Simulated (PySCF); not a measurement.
**Radial density of Re+ (rhenium, charge +1)**

r2SCAN, [Xe] 4f14 5d5 6s1, high-spin 7S determinant. Calculation: PySCF 2.14, in ANO-RCC-VTZP (8s7p5d3f2g1h, 104 functions); the spin-free X2C one-electron Hamiltonian (Gaussian nucleus).

```tsv
r (bohr)	4πr²ρ (e/bohr)	4πr²(ρα − ρβ)
0.0193	92.85	-0.0040
0.0324	102.8	0.0024
0.0545	138.6	0.0710
0.0916	107.6	0.2341
0.154	127.0	0.1343
0.259	69.32	0.0732
0.436	77.92	0.4088
0.733	29.02	0.2845
1.23	12.72	3.0522
2.07	3.327	2.5157
3.49	0.5603	0.5546
5.87	0.01829	0.0183
```

Densities and radii are taken from the X2C orbitals without a picture-change correction, which distorts them close to the nucleus.

Spin-orbit coupling, which splits the p, d and f shells strongly at this Z, is absent.

(1) Where is the radial spin density 4πr²(ρα − ρβ) most negative, and why is it negative at all?

Results:

(1) Around r = 0.0193 bohr, down to -0.0040 e/bohr: exchange with the open shell polarises the paired shells in an unrestricted calculation.
